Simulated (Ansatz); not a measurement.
Molecule: C₅H₉, net charge 0, doublet state. It need not be the lowest isomer of its formula. SMILES: C(/C)=C(/C)[CH2]
Structure (B3LYP-D3(BJ)/def2-TZVP (Ansatz, a program for electronic structure) minimum search):
```
C
C 1 1.3807
H 2 1.0810 1 121.56
H 2 1.0823 3 117.49 1 180.00
C 1 1.3923 2 120.67 3 180.00
H 5 1.0854 1 117.09 2 0.00
C 5 1.4888 6 116.49 1 -180.00
H 7 1.0890 5 112.74 6 180.00
H 7 1.0962 8 107.75 5 123.02
H 7 1.0962 8 107.75 9 113.96
C 1 1.5123 2 119.04 3 0.00
H 11 1.0890 1 110.80 2 0.00
H 11 1.0921 12 107.91 1 122.20
H 11 1.0921 12 107.91 13 115.60
```
Charge 0, spin multiplicity 2.

Computed values are from Ansatz. Correlated levels leave the core frozen unless marked. Open shells are spin-unrestricted. No spin-orbit coupling. Non-relativistic. CBS(X,Y): correlation extrapolated as X^-3; Hartree-Fock from the larger set.

The UHF reference is spin-contaminated (<S^2> 0.20 over the pure value in the largest basis). 

**Question.** What is the total energy at CCSD(T)/CBS(cc-pVTZ,cc-pVQZ)?

**Answer.** -195.6071 Eh.

**Question.** What is the dipole moment at CCSD(T)/aug-cc-pVDZ?

**Answer.** 0.60 D.

**Question.** What is the atomisation energy De at CCSD(T)/CBS(cc-pVTZ,cc-pVQZ)?

**Answer.** 1355.5 kcal/mol.

**Question.** What is the T1 diagnostic at CCSD/cc-pVQZ?

**Answer.** 0.023.
